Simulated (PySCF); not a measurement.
## Radial density of Sr²⁷⁺ (strontium, charge +27)

BHandHLYP, [Ne] 3s1, 2S determinant. All numbers are calculated (PySCF 2.14, scalar relativity by spin-free X2C-1e, in an even-tempered Gaussian basis (18 s from 3.4 bohr⁻², ratio 2.5; 11 p from 4.4 bohr⁻², ratio 2.5; 5 d from 17 bohr⁻², ratio 2.7; 4 f from 25 bohr⁻², ratio 2.7)).

| r (bohr) | 4πr²ρ (e/bohr) | 4πr²(ρα − ρβ) |
| --- | --- | --- |
| 0.0310 | 46.37 | 0.2507 |
| 0.0522 | 37.45 | 0.0016 |
| 0.0878 | 45.15 | 0.7720 |
| 0.148 | 48.31 | 0.7491 |
| 0.248 | 14.62 | 0.5920 |
| 0.418 | 3.605 | 3.1673 |
| 0.703 | 0.3806 | 0.3801 |
| 1.18 | 0.001437 | 0.0014 |

Densities and radii are taken from the X2C orbitals without a picture-change correction, which distorts them close to the nucleus.
